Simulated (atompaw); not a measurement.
## mercury (Hg): one change to a PAW (atompaw) potential, before and after

atompaw 4.2.0.5 input, output lines left out:

```
Hg 80
GGA-PBE scalarrelativistic loggrid 2001 logderivrange -11 5 401
6 6 5 4 0 0
6 0 1.75
6 1 0
0 0 0
c
c
c
c
v
v
c
c
c
v
v
c
c
v
c
2
1.80 1.70 1.35 1.25
n
n
y
0.95
n
bloechl sinc
bessel
```

Change: wave 5d channel at 0.95 Ry becomes 5d channel at 0.39 Ry.

Cutoffs: the cutoffs (Ry, on a coarse ladder) from which the occupation-weighted sum of valence levels, in a spherical-Bessel basis at the reference potential, stays within 10 and 1 mRy of its value at 400 Ry; they do not see the model core or the augmentation charge, which bear on the density cutoff.

Question: What does the change do?

Answer: The potential gets neither clearly harder nor softer (50 Ry and 60 Ry → 45 Ry and 60 Ry); the range in which the d phases agree narrows (upper end at the end of the scan → 3.0); neither file shows a bound ghost.

```tsv
quantity	base	changed
cutoff, loose	50 Ry	45 Ry
cutoff, tight	60 Ry	60 Ry
bound ghosts	none	none
s: phases at 1.80 bohr within 0.05 rad from the reference energy up to (Ry; the scan ends near 5)	to the end of the scan	to the end of the scan
p: phases at 1.80 bohr within 0.05 rad from the reference energy up to (Ry; the scan ends near 5)	to the end of the scan	to the end of the scan
d: phases at 1.80 bohr within 0.05 rad from the reference energy up to (Ry; the scan ends near 5)	to the end of the scan	3.0
lowest overlap eigenvalue by channel	s 0.40, p 0.59, d 0.86	s 0.40, p 0.59, d 0.02
```

 The cutoffs see the waves, projectors and local potential, not the compensation charge or the core.
